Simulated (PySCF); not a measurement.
## BrCl2: from structure and modes to constants

Computed with UPBE0 in PySCF with Br def2-TZVP, Cl def2-TZVP; no relativity; density-fitted integrals.

The doublet minimum has C2v symmetry. Masses (u): Br 78.91834, Cl 34.96885.

```xyz
3
charge 0 multiplicity 2, angstrom
Br    0.0000    0.0000   -0.2873
Cl    2.1878    0.0000    0.3252
Cl   -2.1878    0.0000    0.3252
```

Harmonic wavenumbers (cm⁻¹): 115.4 (a1, ×1), 251.8 (b2, ×1), 326.5 (a1, ×1).

**Question.** Find the principal moments of inertia and the rotational constants. What kind of rotor is it?

**Answer.** About the centre of mass I = 13.911, 334.77, 348.68 u Å². With B = 16.8576/I this gives 1.212, 0.05036, 0.04835 cm⁻¹. The molecule is an asymmetric top with κ = -1.00.

**Question.** What is the harmonic zero-point energy?

**Answer.** Half the sum of all 3 wavenumbers, 694/2 = 347 cm⁻¹, which is 4.1 kJ/mol (1 cm⁻¹ = 0.0119627 kJ/mol).

**Question.** Find the vibrational entropy and heat capacity at 298.15 K.

**Answer.** With u = 1.43878 ω/T, each mode gives S = R[u/(eᵘ−1) − ln(1−e⁻ᵘ)] and C = R u² eᵘ/(eᵘ−1)².
```tsv
ω (cm⁻¹)	u	S (J/(mol K))	C (J/(mol K))
115.4	0.557	13.29	8.10
251.8	1.215	7.19	7.36
326.5	1.576	5.34	6.79
```
The sums over all modes are S = 25.8 and C = 22.3 J/(mol K); the softest mode gives 51 % of the entropy.

**Question.** Give the standard entropy (298.15 K, 1 bar) by its translational, rotational, vibrational and spin parts, and Cp.

**Answer.** Sackur–Tetrode with M = 148.86 u gives 171.3; rotation with symmetry number 2 gives 102.2; vibration 25.8; spin R ln 2 = 5.8. The total is 305.0 J/(mol K), and Cp = 4 R + 22.3 = 55.5 J/(mol K).

Only a few start shapes were tried, so a lower isomer may exist.
